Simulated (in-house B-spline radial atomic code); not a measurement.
# B97-1 excitations of the strontium ion Sr²⁺

Method: B97-1. Computed with an all-electron radial atomic-structure program (B-spline basis): linear response of the closed shell [Ar] 3d10 4s2 4p6 with the functional's adiabatic kernel; scalar-relativistic (spin-free one-electron X2C), finite nucleus, no spin-orbit coupling, no double excitations, S, P, D and F terms only; shells from n = 2 respond. Only terms of natural parity with L up to 3 were computed.

Command:
```bash
python run_td.py task.json out
```
Settings (radii: box in bohr, nucleus in fm):
```
Z                        38
electrons                36
configuration            [Ar] 3d10 4s2 4p6
hamiltonian              x2c
method                   b97_1
box_radius               29.48
rms_radius               4.224
intervals                73
```

Cost of the run: 3.4 s on 1 thread of Arm Neoverse N1, on a shared host.

The lowest states, in the order of their Tamm-Dancoff energies; the method's threshold (minus the highest occupied level) is 38.09 eV. Labels give the largest channel, * marks a mixed state, and oscillator strengths are full-response dipole values. Semilocal kernels can invert the small singlet-triplet splittings of Rydberg terms. Energies in eV:

| state | full response | Tamm-Dancoff | oscillator strength |
| --- | --- | --- | --- |
| 4p → 4d 3P | 22.234 | 22.294 | - |
| 4p → 4d 3F | ? | ? | - |
| 4p → 5s 3P | 23.387 | 23.399 | - |
| 4p → 5s 1P | 23.683 | 23.694 | 0.508 |
| 4p → 4d 1F | 23.738 | 23.747 | - |
| 4p → 5p 3S | 26.793 | 26.815 | - |
| 4p → 5p 3D | 27.171 | 27.182 | - |
| 4p → 5p 1D | 27.360 | 27.364 | - |
| 4p → 4d 1P | 27.658 | 28.205 | 3.72 |
| 4p → 5p 1S | 28.477 | 28.588 | - |
| 4p → 6s 3P | 31.62 | 31.63 | - |
| 4p → 6s 1P | 31.78 | 31.78 | 0.107 |
| 4p → 5d 3P | 31.89 | 31.89 | - |
| 4p → 5d 3F | 31.96 | 31.97 | - |
| 4p → 5d 1F | 32.25 | 32.25 | - |
| 4p → 6p 3S | 32.82 | 32.83 | - |
| 4p → 6p 3D | 32.89 | 32.89 | - |
| 4p → 6p 1D | 32.93 | 32.93 | - |
| 4p → 5d 1P | ? | ? | ? |
| 4p → 6p 1S | 33.24 | 33.28 | - |
| 4p → 4f 3D | 33.32 | 33.32 | - |
| 4p → 4f 1D | 33.51 | 33.52 | - |

Q: Where does 4p → 5d 1P lie?

A: At 33.00 eV in full response, 33.16 eV in Tamm-Dancoff, oscillator strength 0.69.

Q: Where does 4p → 4d 3F lie?

A: At 22.503 eV in full response, 22.588 eV in Tamm-Dancoff.

Q: How large is the singlet-triplet splitting of 4p → 5s (P terms) in Tamm-Dancoff?

A: 0.295 eV, from the unrounded values.

Q: What polarisabilities and dispersion coefficient does the method give?

A: Dipole 5.893 bohr³, quadrupole 17.73 bohr⁵, C6 29.33 hartree·bohr⁶ for two such species.
